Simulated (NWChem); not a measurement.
System: vinylidene fluoride (C$_{2}$H$_{2}$F$_{2}$); SMILES C=C(F)F

The following NWChem deck was run.

```
start job
memory heap 200 mb stack 900 mb global 1100 mb
geometry units angstroms noautoz
  C      0.014897    -1.383744     0.000000
  C      0.000704    -0.060042     0.000000
  F     -1.080642     0.680154     0.000000
  F      1.066012     0.703120     0.000000
  H      0.966391    -1.911793     0.000000
  H     -0.925041    -1.932095     0.000000
end
basis spherical
  * library def2-tzvpd
end
dft
  xc xpbe96 cpbe96
  iterations 150
  semidirect filesize 400000000
  mulliken
end
task dft energy
```

Geometry: optimised at PBE0/def2-SVP.

Question: Give the results of this calculation. (PBE/def2-TZVPD.) Quantities: energy (Ha); highest occupied level (eV); orbital gap (eV); dipole (D).

Answer: 
```yaml
energy (Ha): -276.90
highest occupied level (eV): -6.44
orbital gap (eV): 5.76
dipole (D): 1.02
```
